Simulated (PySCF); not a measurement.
**Electron correlation in Ne²⁺ (neon, charge +2)**

[He] 2s2 2p4, high-spin 3P determinant. Calculation: PySCF 2.14, in def2-TZVP (5s3p2d1f, 31 functions); no relativity, point nucleus. Frozen: 1s2; 6 electrons correlated.

MP2 pair energies summed by pair of shells (mhartree):

```tsv
pair	energy	share (%)
2p-2p	-66.15	47.2
2s-2p	-64.65	46.1
2s-2s	-9.47	6.8
```

Total MP2 correlation energy: -140.27 mhartree.

Same-spin part -33.53 and opposite-spin part -106.74 mhartree; SCS-MP2 scales them by 1/3 and 6/5 to -139.26 mhartree.

```
  level  correlation energy (mhartree)
   CCSD                        -154.95
    (T)                          -1.39
CCSD(T)                        -156.34
```

Diagnostics: T1 = 0.0028, D1 = 0.0059, largest double amplitude 0.026.

Task: Is a single reference adequate?

Result: Yes: T1 lies below 0.03 and no double amplitude reaches 0.07.
